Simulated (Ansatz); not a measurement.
Basis sets compared for Sn₃H₆. The state is a singlet with charge 0. Geometry PBE0-D4/def2-SVP. Ansatz on 4 threads of Arm Neoverse V2 on a shared host; times are rough, and most runs start from earlier orbitals.

```tsv
atom	x (Å)	y (Å)	z (Å)
Sn1	0.1695	-0.9033	-0.9934
Sn2	0.2229	-0.2168	2.2736
Sn3	-0.9368	1.3729	0.1568
H4	0.5338	-1.5403	0.7461
H5	-0.7210	-2.3013	-1.4444
H6	-0.1872	2.7264	-0.5863
H7	-2.6000	1.3688	-0.2762
H8	1.7650	-1.0248	-1.6092
H9	1.7537	0.5185	1.7330
```

In the def2 sets Sn takes a core potential; there is no spin–orbit coupling. The structure comes from a short search, and lower isomers may exist.

Binding counts from free atoms (Sn triplet, H doublet) in the same basis, without a counterpoise term.

```
              level  functions  energy (Eh)  HOMO (eV)  LUMO (eV)  binding per atom (eV)  wall time
    PBE-D4/def2-SVP        108    -646.4508      -5.32      -2.50                   2.20      0.8 s
   PBE-D4/def2-TZVP        186    -646.4785      -5.38      -2.57                   2.22      1.6 s
r2SCAN-D4/def2-TZVP        186    -646.7300      -5.57      -2.40                   2.23      3.2 s
   PBE0-D4/def2-SVP        108    -646.4846      -6.10      -1.79                   2.18      1.3 s
  PBE0-D4/def2-TZVP        186    -646.5091      -6.14      -1.85                   2.20      2.5 s
```

Question: Estimate the rows for PBE-D4/def2-TZVPD, r2SCAN-D4/def2-TZVPD, PBE0-D4/def2-TZVPD.

Answer: 
```tsv
level	functions	energy (Eh)	HOMO (eV)	LUMO (eV)	binding per atom (eV)	wall time
PBE-D4/def2-TZVPD	222	-646.4791	-5.39	-2.59	2.22	2.2 s
r2SCAN-D4/def2-TZVPD	222	-646.7307	-5.57	-2.41	2.23	4.1 s
PBE0-D4/def2-TZVPD	222	-646.5097	-6.15	-1.87	2.20	3.3 s
```
